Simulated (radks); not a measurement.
The numbers below are computed, except where a source is named.
V4+, 19 electrons, occupied as [Ar] 3d1. Code: a radial shooting solver on a logarithmic mesh with Libxc functionals. Model: scalar-relativistic Kohn-Sham, exchange-only B88, spin-polarised, spherical densities, point nucleus; open shells are filled with parallel spins first. Some entries of the table are withheld. Estimate them.

| orbital | occ. | eigenvalue (hartree) | r(max) (bohr) |
|---|---|---|---|
| 1s down | 1 | -199.2227 | 0.04349 |
| 1s up | 1 | -199.2224 | 0.04349 |
| 2s up | 1 | -24.20315 | 0.2557 |
| 2s down | 1 | -24.18395 | 0.2556 |
| 2p up | 3 | -20.54830 | 0.2081 |
| 2p down | 3 | -20.53354 | 0.2080 |
| 3s up | 1 | -4.50172 | (1) |
| 3s down | 1 | -4.44897 | (2) |
| 3p up | 3 | -3.51712 | 0.8283 |
| 3p down | 3 | -3.46530 | 0.8288 |
| 3d up | 1 | -2.00611 | 0.8164 |
| 3d down | 0 | -1.95561 | 0.8186 |
| 4s up | 0 | -1.41932 | 2.131 |
| 4s down | 0 | -1.39250 | 2.144 |
| 4p up | 0 | -1.16800 | 2.359 |

Answer. 
(1) 3s up r(max) (bohr): 0.8097
(2) 3s down r(max) (bohr): 0.8100
